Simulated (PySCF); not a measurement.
A GIAO shielding run with PySCF 2.14.0 with density-fitted response routines (density fitting, non-relativistic, gas phase) on SMILES C[C@@H]1CO[Si@H](Cl)[SiH2]1, C$_{3}$H$_{9}$ClOSi$_{2}$:

```
$ OMP_NUM_THREADS=1 python probes_run.py task.json out

{"job": {"kind": "nmr", "xc": "PBE0", "basis": "pcSseg-1"}, "charge": 0, "multiplicity": 1}
C     -1.772567    -0.023363     0.445263
C     -0.703250    -0.357059    -0.592460
C      0.279689    -1.387776    -0.021264
O      1.182552    -0.828750     0.897912
Si     1.869900     0.624283     0.609705
Cl     1.867353     1.573154     2.385230
Si     0.345709     1.201992    -1.025731
H     -1.312167     0.358490     1.354772
H     -2.457723     0.730983     0.065313
H     -2.350776    -0.909628     0.705871
H     -1.184846    -0.812462    -1.461247
H      0.852173    -1.848441    -0.836922
H     -0.255858    -2.179981     0.512302
H      3.272765     0.389553     0.265959
H     -0.484752     2.402200    -0.914999
H      0.844198     1.075748    -2.401115
```

Hardware: 1 thread of an Arm Neoverse V1, shared host. The job also computes population analyses, field gradients, ring-centre shieldings.

Question: How large is the calculation?

Answer: 80 electrons, 185 basis functions and 1031 auxiliary functions.

Question: How long does it take, and how much memory does it need?

Answer: 41 s of wall time, with 13 SCF cycles and 4 response iterations; peak memory 0.84 GiB. Times on a shared host scatter by some tens of per cent.
